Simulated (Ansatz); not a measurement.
[SnF3]- (SnF3⁻): single points at one geometry.

```yaml
crystal:
  periodic: [false, false, false]
  atoms:
    - {symbol: Sn, position_ang: [-0.005751, 0.005566, 0.785223]}
    - {symbol: F, position_ang: [1.703900, -0.031041, -0.249234]}
    - {symbol: F, position_ang: [-0.823719, 1.486887, -0.278260]}
    - {symbol: F, position_ang: [-0.874430, -1.461412, -0.257719]}
basis:
  gaussian: {orbitals: def2-TZVPD, initial_orbitals: start.molden}
total_charge: -1
hamiltonian: {xc: {name: r2SCAN0}, dispersion: d4}
scf: {omitted_lower_state_checks: [starts]}
output: {orbitals: {seedname: orbitals}}
```

The file start.molden holds the orbitals of an earlier run on this structure, at another level or in another basis.

```sh
$ ansatz run in.yaml --threads 4 --pin off --events-out ev --progress --plain --max-ram 3916MiB
```

It prints (some lines left out):

```
Functional definition: r2SCAN0
1079 factors; their error is unknown
mean field evaluation 1: about -13988.5296 eV, gradient 5.4e0 eV
mean field evaluation 2: about -13988.5674 eV, gradient 5.9e-2 eV
mean field evaluation 4: about -13988.6630 eV, gradient 1.5e-4 eV
mean field -13988.66295555 eV, -514.0738817603 hartree, gradient 1.1e-5 eV, S^2 0.000000; 0 other end points of the search recorded, 0 dependent functions left out
reference -13988.66296969 eV, -514.0738822799 hartree; 25, 25 occupied and 151, 151 virtual orbitals, 1079 factors
Total energy: -13988.68355476 eV, -514.0746387673 hartree
Checks for a lower state left out: starts
```

It took 2.5 s on 4 threads of Arm Neoverse V1 on a shared host.

As the first input, with `gaussian: {orbitals: STO-3G}`, `hamiltonian: {xc: hf}` (abridged; 0.2 s):

```
Functional definition: HF
mean field -170269.18075158 eV, -6257.2769800248 hartree, gradient 1.1e-5 eV, S^2 0.000000
Total energy: -170269.18075158 eV, -6257.2769800248 hartree
Checks for a lower state left out: starts
```

First input, but with `hamiltonian: {xc: {name: wB97X-V}}` (abridged; 3.7 s):

```
Functional definition: wB97X-V
mean field -13988.50356286 eV, -514.0680241869 hartree, gradient 1.9e-5 eV, S^2 0.000000
Total energy: -13988.50356051 eV, -514.0680241004 hartree
Checks for a lower state left out: starts
```

As the first input, with `gaussian: {orbitals: "def2-TZVPPD.json", initial_orbitals: start.molden}`, `correlation: {method: ccsd_t}` and without the key `hamiltonian` (abridged; 55 s):

```
Functional definition: HF
mean field -13932.02811305 eV, -511.9925896869 hartree, gradient 7.9e-6 eV, S^2 0.000000
7 core orbitals not correlated: weight in the atoms' cores, before any rotation towards them, 1.000 or more for the frozen orbitals, at most 0.000 for the correlated occupied ones
second order -29.86206395 eV of doubles, -0.00000000 eV of singles
cycle   1  -28.63465991 eV  change     1.2e0 eV  update   1.5e-1
cycle   2  -29.31666590 eV  change   -6.8e-1 eV  update   5.1e-2
cycle   3  -29.47719673 eV  change   -1.6e-1 eV  update   2.4e-2
cycle   4  -29.45988571 eV  change    1.7e-2 eV  update   7.3e-3
cycle   5  -29.44894726 eV  change    1.1e-2 eV  update   2.6e-3
cycle   6  -29.44961264 eV  change   -6.7e-4 eV  update   1.0e-3
cycle   7  -29.45000206 eV  change   -3.9e-4 eV  update   3.8e-4
cycle   8  -29.44969842 eV  change    3.0e-4 eV  update   1.5e-4
cycle   9  -29.44961628 eV  change    8.2e-5 eV  update   5.5e-5
cycle  10  -29.44969455 eV  change   -7.8e-5 eV  update   2.2e-5
cycle  11  -29.44965764 eV  change    3.7e-5 eV  update   8.8e-6
perturbative correction -0.93054434 eV, -0.0341968739 hartree
Total energy: -13962.40831504 eV, -513.1090415174 hartree
Checks for a lower state left out: starts
```

As the first input, with `hamiltonian: {xc: pbe0, dispersion: d4}`, `output: {forces: true, orbitals: {seedname: orbitals}}` (abridged; 2 s):

```
Functional definition: PBE0
mean field -13984.11655227 eV, -513.9068045214 hartree, gradient 1.2e-5 eV, S^2 0.000000
Total energy: -13984.18217004 eV, -513.9092159298 hartree
Atom 0 force     0.000586     0.000063     0.000335 eV/Å
Atom 1 force     0.001287    -0.000028     0.000140 eV/Å
Atom 2 force    -0.000896     0.001501    -0.000223 eV/Å
Atom 3 force    -0.000977    -0.001535    -0.000252 eV/Å
Dipole moment:    -0.005198     0.005006     0.706991 e Å
Checks for a lower state left out: starts
```

First input, but with `hamiltonian: {xc: {name: B97M-V}}` (abridged; 3.7 s):

```
Functional definition: B97M-V
mean field -13988.81718981 eV, -514.0795497646 hartree, gradient 6.9e-6 eV, S^2 0.000000
Total energy: -13988.81726028 eV, -514.0795523545 hartree
Checks for a lower state left out: starts
```

The first input with `hamiltonian: {xc: {name: B3LYP}, dispersion: d4}` (abridged; 1.6 s):

```
Functional definition: B3LYP
mean field -13993.99427599 eV, -514.2698041726 hartree, gradient 1.9e-5 eV, S^2 0.000000
Total energy: -13994.12359922 eV, -514.2745567136 hartree
Checks for a lower state left out: starts
```

Geometry: PBE0-D4/def2-TZVPD.

In the def2 sets Sn takes a core potential, while STO-3G treats all electrons; there is no spin–orbit coupling. B3LYP takes the VWN-RPA correlation. Correlated methods freeze 7 core orbitals; core or outer-core shells of Sn are correlated, in sets that lack core-valence functions. At HF/STO-3G the highest occupied level of the charge -1 singlet lies above zero (up to 2.19 eV). In Hartree–Fock with STO-3G the lack of diffuse functions raises the level.
